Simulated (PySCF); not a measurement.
# C (carbon, neutral) across methods

[He] 2s1 2p2 3s1, high-spin 5P determinant (an excited configuration). All numbers are calculated (PySCF 2.14, no relativity, point nucleus, in aug-cc-pVTZ (5s4p3d2f, 46 functions)).

```tsv
method	E (hartree)	mean ε 2s α (eV)	mean ε 2p α (eV)	mean ε 3s α (eV)	Σ⟨r²⟩ (bohr²)	⟨S²⟩
PBE0	-37.3395	-23.614	-14.395	-2.319	33.35	6.000
M06-2X	-37.3514	-25.467	-15.773	-2.838	33.68	6.000
B3LYP	-37.3739	-22.911	-13.901	-2.115	33.22	6.000
LDA	-36.9963	-20.982	-12.485	-1.883	33.18	6.000
r2SCAN	-37.3741	-22.101	-13.126	-1.855	33.37	6.000
PBE	-37.3283	-21.149	-12.518	-1.868	33.31	6.000
UHF	-37.28358	-30.625	-19.688	-3.360	33.40	6.000
wB97M-V	-37.3661	-25.648	-16.513	-3.340	33.17	6.000
M06-L	-37.3657	-21.942	-12.915	-1.854	33.56	6.000
```

The outer electron is Rydberg-like, and this basis confines it to a smaller radius and binds it less than a complete one would.
